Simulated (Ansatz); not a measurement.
Input file for Ansatz (a program for electronic structure): R-r2SCAN/def2-TZVPP on ClGeHO (SMILES [OH][Ge][Cl]), a point of a torsion scan.

Ansatz 0.2 input:
```yaml
crystal:
  periodic: [false, false, false]
  atoms:
    - {symbol: O, position_ang: [-1.02824159, 0.14445753, 0.19088747]}
    - {symbol: Ge, position_ang: [0.46859856, 0.99946689, -0.11496780]}
    - {symbol: Cl, position_ang: [0.74945782, 0.56081507, -2.23904059]}
    - {symbol: H, position_ang: [-1.44065173, -0.63428484, -0.17759312]}
basis:
  gaussian:
    orbitals: def2-TZVPP
hamiltonian:
  xc: {name: r2SCAN}
scf: {lower_state_search: off}
```

Output:

```
WARN ansatz: RAYON_NUM_THREADS=1 ignored (pool sized by the plan → 1); use --threads N
Functional definition: r2SCAN
these checks for a lower state are left out or cut short: stability, starts, cluster_reference, orbital_swaps, neighbouring_geometries, increment
integrals: 0.06 GiB planned
862 factors; their error is unknown
mean field: 0.39 GiB planned
mean field evaluation 1: about -71098.8483 eV, gradient 6.3e1 eV
mean field evaluation 2: about -71025.8666 eV, gradient 1.7e2 eV
mean field evaluation 4: about -71104.7477 eV, gradient 1.5e1 eV
mean field evaluation 8: about -71105.3150 eV, gradient 7.9e-2 eV
mean field evaluation 16: about -71105.2969 eV, gradient 7.7e-5 eV
mean field -71105.29686530 eV, -2613.0714628984 hartree, gradient 9.4e-6 eV, S^2 0.000000; 0 other end points of the search recorded, 0 dependent functions left out
reference -71105.29687313 eV, -2613.0714631864 hartree; 29, 29 occupied and 106, 106 virtual orbitals, 862 factors
Total energy: -71105.29687313 eV, -2613.0714631864 hartree
Checks for a lower state left out: stability, starts, cluster_reference, orbital_swaps, neighbouring_geometries, increment
```

The run converged.

Cost: very roughly 2.1 core-seconds.
